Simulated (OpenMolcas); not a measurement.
## Ni2+: moving the ligands

Ni2+ with 4 ligands (oxide) in tetrahedral coordination (Td) at 1.93 Å. A charge of +1.5 e stands 2.4 Å behind each ligand. Ligand basis ANO-RCC-VDZP.

* Program: OpenMolcas
* Method: SS-CASPT2, IPEA 0.25 Eh, imaginary shift 0.1 Eh (closed shells correlated: 3s 3p and the ligand valence shells)
* Basis: ANO-RCC-VDZP [5s4p2d1f]
* Scalar Hamiltonian: DKH2, point nucleus
* Active space: 8 electrons in 5 orbitals (3d)
* State averaging: 2S+1 = 3 even, 10 roots; 2S+1 = 1 even, 15 roots
* Spin-orbit coupling: RASSI with atomic mean-field integrals over the reference wave functions

Runs around this geometry, states (labels of Td). Energies in cm-1 above the lowest state or level, χT in cm3 K/mol; under a threefold ground state the first gap can be a small split of the lowest multiplet, not the spin-orbit step.

```tsv
R (Å)	Ground state	First state of that spin	First gap with spin-orbit (degeneracies)	χT at 300 K	First state of another spin
1.86	3T1	3T2 2010	330 (1, 3)	2.626	1T2 11420
1.93	3T1	3T2 1610	300 (1, 3)	2.787	1T2 11460
2.04	3T1	3T2 1230	270 (1, 3)	2.991	1T2 11580
```

Roots that are degenerate in the reference are averaged as groups; the widest CASPT2 spread within a group is 930 cm-1 (the 3-fold group of multiplicity 1 near 22900 cm-1 above the lowest state of its run, R = 2.04). Shifts and gaps below about the spread of the groups concerned are not significant. Over all roots computed the reference weight is 0.69 to 0.72 in R = 1.86, 0.69 to 0.72 in R = 1.93, 0.69 to 0.72 in R = 2.04; a low but even weight reflects the number of correlated electrons. An orbital triplet at a regular site is open to Jahn-Teller coupling, which can distort the site and quench the lowest spin-orbit gaps and is left out. The oxide ions are held by bare point charges, a crude embedding. A single d shell leaves out the double-shell effect, which counts most for late 3d ions, where the CASPT2 field can be off either way by tens of per cent. Ligand-to-metal charge-transfer states are missing. With oxide or sulfide held by bare charges the field of late divalent 3d ions can come out several times too small, and g and χT far too large. These CASPT2 states fit no ligand-field parameters well, so their order and spin gaps are uncertain. For late 3d ions with one d shell CASPT2 can put B and the spin-flip bands somewhat low as well as high. With one d shell and no ligand orbital active, 10Dq can be off by tens of per cent for divalent 3d ions, low with halides held by bare charges and at times high in hosts. Free-ion shares, where given, are those of the reference states; single-state CASPT2 does not remix them. No measured value stands beside these numbers; the geometry was imposed, not optimised, and the real ion may take another.
